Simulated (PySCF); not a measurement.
# Stretching BaF

Set-up: PySCF, spin-free X2C with a Gaussian nucleus, basis sets Ba x2c-TZVPall, F x2c-TZVPall. Energies in eV from Ba + F in their ground configurations at the same level. State: ²Σ⁺ (doublet), unpaired electrons σ ↑.

All columns are PBE0. A positive dipole means Ba(−)F(+).

```
R (Å)  E (eV)  μ (D)  Mulliken charge on Ba (basis-dependent)  HOMO (eV)  LUMO (eV)  Mayer bond order  ⟨S²⟩
1.852  -4.992  -0.92                                     0.43      -3.11      -1.34              0.81  0.75
1.938  -5.514  -1.53                                     0.49      -3.20      -1.41              0.76  0.75
2.024  -5.805  -2.11                                     0.55      -3.30      -1.49              0.71  0.75
2.088  -5.909  -2.53                                     0.58      -3.37      -1.55              0.68  0.75
2.153  -5.938  -2.95                                     0.61      -3.44      -1.61              0.65  0.75
2.218  -5.909  -3.36                                     0.63      -3.51      -1.67              0.63  0.75
2.304  -5.805  -3.89                                     0.66      -3.59      -1.75              0.60  0.75
2.411  -5.602  -4.54                                     0.68      -3.70      -1.84              0.58  0.75
2.541  -5.298  -5.31                                     0.70      -3.82      -1.96              0.55  0.75
2.713  -4.851  -6.31                                     0.71      -3.98      -2.10              0.54  0.75
```

A fit through these points gives, at Re = 2.151 Å, μ = -2.93 D and dμ/dR = -6.37 D/Å; the reduced mass is 16.7 u.

Task: How strong is the fundamental in the double-harmonic approximation, I = 42.26·(dμ/dR)²/μred km/mol?

Result: I = 42.26·(-6.37)²/16.7 = 103 km/mol at PBE0.

Spin–orbit coupling is left out, which matters for elements this heavy, above all for dissociation energies. The state was picked by a PBE0 search and need not be the measured ground state.
